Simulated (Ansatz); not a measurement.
`N[SiH2][SiH2]F` + `[SiH3]P` → `F[SiH2]P[SiH3]` + `N[SiH3]` at 500 K and 1 bar (cleavage of the Si–Si bond).

Gas-phase electronic energies from Ansatz, PBE0-D4/def2-TZVP geometries. CCSD(T)/CBS adds triple-zeta CCSD(T) − MP2 to the extrapolated MP2 energy (def2 sets, frozen cores). This one scheme is used for every species. One conformer a species, not always the lowest.

```
         species  CCSD(T)/CBS energy (Eh)  H − E (kJ/mol)  S (J/(mol·K))
`N[SiH2][SiH2]F`               -736.34029           213.0          416.7
       `[SiH3]P`               -633.00997           141.7          322.6
`F[SiH2]P[SiH3]`              -1022.56126           193.6          434.5
       `N[SiH3]`               -346.80422           161.3          303.9
```

H − E and S are ideal-gas, rigid-rotor, harmonic terms from PBE0-D4/def2-TZVP, for one conformer and one mirror image of each species. 1 Eh = 2625.50 kJ/mol, R = 8.31446 J/(mol·K).

Q: By hand: ΔE, ΔH, ΔS and ΔG.

A: ΔE = (-1022.56126) + (-346.80422) − (-736.34029) − (-633.00997) = -0.01522 Eh = -40.0 kJ/mol. Δ(H − E) = 193.6 + 161.3 − 213.0 − 141.7 = 0.2, so ΔH = -39.8 kJ/mol. ΔS = 434.5 + 303.9 − 416.7 − 322.6 = -0.9 J/(mol·K). ΔG = -39.8 − 500 × (-0.9)/1000 = -39.3 kJ/mol.

Q: By hand: the equilibrium constant, and the temperature at which ΔG would vanish if ΔH and ΔS stayed fixed.

A: log₁₀ K = −ΔG/(RT ln 10) = 4.1. ΔG = 0 at ΔH/ΔS = 44222 K, far beyond where these terms or the molecules hold.

The number of gas molecules stays the same, so ΔS is small and ΔH decides. A doubt of 5 kJ/mol in ΔE shifts log₁₀ K by 0.5 here. Other conformers and mirror images would add mixing entropy, several J/(mol·K) or more a flexible species. Modes under 60 cm⁻¹, often nearly free rotors, make the harmonic entropy too high. These are equilibria of isolated gas molecules and say nothing of rates. Largest T1 diagnostic: 0.013 (customary marks: 0.02 for closed shells, 0.045 for open ones).
